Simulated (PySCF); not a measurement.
Compound: C₅H₈F₃O (doublet state).
Z-matrix (Å and degrees, GFN2-xTB geometry), rows numbered from 1:
```
C 
C   1  1.5231
C   2  1.5247  1  110.92
O   3  1.4190  2  108.13  1   179.95
C   4  1.3459  3  119.44  2  -179.98
C   5  1.4683  4  125.75  3    -0.17
F   6  1.3634  5  114.60  4    59.82
F   6  1.3360  5  110.65  4   180.00
F   6  1.3638  5  114.65  4   -59.82
H   1  1.0864  2  110.21  3  -179.93
H   1  1.0875  2  110.63  3    60.11
H   1  1.0875  2  110.63  3   -59.96
H   2  1.0910  1  110.18  3  -120.55
H   2  1.0909  1  110.16  3   120.53
H   3  1.0976  2  110.16  1   -59.81
H   3  1.0976  2  110.17  1    59.67
H   5  1.0725  4  115.08  3  -179.84
```

The hyperfine couplings belong to this conformer and change with its torsions.

As a line formula: `CCCO[CH]C(F)(F)F` [radical].

Level of theory: PySCF 2.14.0, UKS B3LYP, pcH-1 on C F H O, non-relativistic, mean-field spin-orbit, GIAO. Isolated species at its GFN2-xTB geometry (one conformer only). A GFN2-xTB geometry isn't a minimum of the functional, and hyperfine couplings can be far from their values at a DFT geometry. No stability test was run, so a lower SCF solution isn't excluded.

(1) Give the principal g shifts and their parts.

(2) At 9.324 GHz, how far is the centre of the isotropic spectrum from where a free electron (g = 2.002319) resonates?

(3) How much does each term add to the isotropic shift?

(4) What effective moment and Curie constant follow for a powder?

(5) In a frozen sample, at which fields do the three g values resonate at 9.5, 34, 94 and 263 GHz (hyperfine left aside), and which band first spreads them over more than twice a line width of 0.5 mT?

Answers

(1) 
```csv
Δg (ppm),1,2,3
relativistic mass correction,-225,-225,-225
gauge correction,21,70,54
orbital Zeeman/spin–orbit,-238,1056,2038
total,-443,900,1867
```

So g = 2.00188, 2.00322, 2.00419 and g_iso = 2.00309; the tensor is rhombic: the two nearest values differ by 42 % of g3 − g1. Axes: g2 points within 2° of the O4–C5 bond.

(2) B = hν/(g μB) with μB/h = 13.99624 MHz/mT gives 332.70 mT for the free electron and 332.57 mT at g_iso, 0.13 mT lower.

(3) The orbital-Zeeman/spin–orbit term 952, the mass correction -225 and the gauge correction 48 ppm, for a total of 775 ppm. The orbital-Zeeman/spin–orbit term is the largest in size. The mass correction is the same along every axis, so the anisotropy comes from the other two: their spans along these axes are 49 (gauge) and 2276 ppm (orbital Zeeman/spin–orbit).

(4) With the mean of g² = 4.0124 and S(S+1) = 0.75: μ_eff = √(⟨g²⟩S(S+1)) = 1.735 μB and χT = 0.12505·⟨g²⟩·S(S+1) = 0.376 cm³ K/mol (cgs; spin-Hamiltonian part alone).

(5) 
| band | GHz | B(g3) mT | B(g2) mT | B(g1) mT | spread mT |
| --- | --- | --- | --- | --- | --- |
| X | 9.5 | 338.67 | 338.83 | 339.06 | 0.39 |
| Q | 34.0 | 1212.07 | 1212.66 | 1213.47 | 1.40 |
| W | 94.0 | 3351.03 | 3352.65 | 3354.90 | 3.87 |
| J | 263.0 | 9375.75 | 9380.28 | 9386.57 | 10.82 |

The spread grows in proportion to the frequency. Q band is the first where it exceeds 1.0 mT.

The largest Mulliken spin populations are on C5 (+0.80) and O4 (+0.17). The angles at C5 add up to 360.0°, so it is planar; its axial dipolar tensor and the negative coupling of its proton fit spin in a p orbital normal to that plane.

The HOMO–LUMO gaps are 6.70 eV among the α and 7.00 eV among the β orbitals.
